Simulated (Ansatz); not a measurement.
Total energies of BrFGa (`[F][Ga][Br]`) radical.

| atom | x (Å) | y (Å) | z (Å) |
| --- | --- | --- | --- |
| F1 | -0.595 | 1.156 | 1.062 |
| Ga2 | 0.589 | 0.405 | 0.002 |
| Br3 | 0.006 | -1.562 | -1.064 |

Total charge 0; spin multiplicity 2. Correlated methods include outer-core shells of Br, Ga, which these sets cover unevenly. Scalar relativity is left out up to krypton. Geometry: relaxed with PBE0-D4/def2-TZVP. Basis def2-TZVPP, Ansatz 0.2.0.

RPA on PBE orbitals: Hartree–Fock energy of these orbitals -4595.17081 Eh, correlation -1.07462 Eh (frozen core).

```json
{"functional": "LDA (SPW92)", "energy without D4 (Eh)": "-4591.75099", "D4 term (kJ/mol)": "–"}
{"functional": "PBE", "energy without D4 (Eh)": "-4598.19887", "D4 term (kJ/mol)": "-5.9"}
```

(1) Give the same for revPBE, BLYP, r2SCAN, B97M-V, PBE0, B3LYP, r2SCANh, r2SCAN0, HSE06 (plane-wave form), BHLYP, CAM-B3LYP, LC-ωPBE, ωB97X-V, ωB97M-V, B2PLYP, PBE-QIDH. (Estimate.)

B3LYP takes the VWN-RPA correlation (the form of Gaussian; ORCA's B3LYP/G). HSE06 is the plane-wave form, built on full-range PBE exchange. The double hybrids freeze the cores in their second-order part.

Results:

(1) The calculation gave: 
| functional | energy without D4 (Eh) | D4 term (kJ/mol) |
| --- | --- | --- |
| revPBE | -4598.57388 | -13.0 |
| BLYP | -4599.06443 | -12.4 |
| r2SCAN | -4598.90448 | -1.2 |
| B97M-V | -4598.09530 | – |
| PBE0 | -4598.32262 | -5.0 |
| B3LYP | -4599.04641 | -9.8 |
| r2SCANh | -4598.88691 | -1.3 |
| r2SCAN0 | -4598.86213 | -1.5 |
| HSE06 (plane-wave form) | -4598.32307 | -4.8 |
| BHLYP | -4598.89948 | -9.9 |
| CAM-B3LYP | -4599.19023 | -5.3 |
| LC-ωPBE | -4598.30169 | – |
| ωB97X-V | -4598.51530 | – |
| ωB97M-V | -4598.69822 | – |
| B2PLYP | -4598.17074 | – |
| PBE-QIDH | -4597.66283 | – |

LC-ωPBE has ω = 0.4 bohr⁻¹.
